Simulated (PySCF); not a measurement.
Atoms are numbered as in `[F:1][c:2]1[cH:3][cH:4][n:5][cH:6][cH:7]1`; H(Xn) means a hydrogen on atom n.

[PySCF: J couplings at B3LYP/pcJ-1 (spin–dipole term only in couplings to heteroatoms); GIAO PBE0/pcSseg-1 shieldings; structure optimised with GFN2-xTB; isolated molecule; one conformer; no relativistic terms; equivalent nuclei averaged]

Shifts are taken against calculated references (same method and geometry level): TMS for ¹H (σ = 31.72 ppm).

The spectrum was simulated from the full spin Hamiltonian at 90 MHz with 0.8 Hz Lorentzian lines, from shifts rounded to 0.01 ppm and J to 0.1 Hz, couplings under 1 Hz left out.

Task: List the maxima of its ¹H spectrum with integrals.

Result: 
Maxima in Hz from TMS (height), grouped by integral:
2H: 815.5 (34), 814.2 (89), 813.3 (67), 808.7 (73), 807.9 (100), 806.5 (71), 805.1 (93), 804.2 (69), 799.6 (71), 798.8 (96), 797.4 (38)
2H: 655.2 (38), 653.9 (96), 653.0 (71), 648.4 (69), 647.5 (93), 646.2 (71), 644.8 (100), 643.9 (73), 639.3 (67), 638.4 (89), 637.1 (34)

Task: Summarise it as multiplets with assignments.

Result: ¹H NMR (90 MHz, computed): δ 8.96 (dd, J = 9.1, 6.4 Hz, 2H, H(C4)/H(C6)), 7.18 (dd, J = 9.1, 6.4 Hz, 2H, H(C3)/H(C7)). These are first-order names; overlap and second-order distortion can hide them in the list.

Multiplet labels drop couplings under 1 Hz and merge nearly equal ones. Couplings among chemically equivalent protons are left out too, so labels in AA′BB′ or AA′XX′ sets are apparent multiplicities. Unscaled 3J(H,H) at this level run about 10 % above measured values.
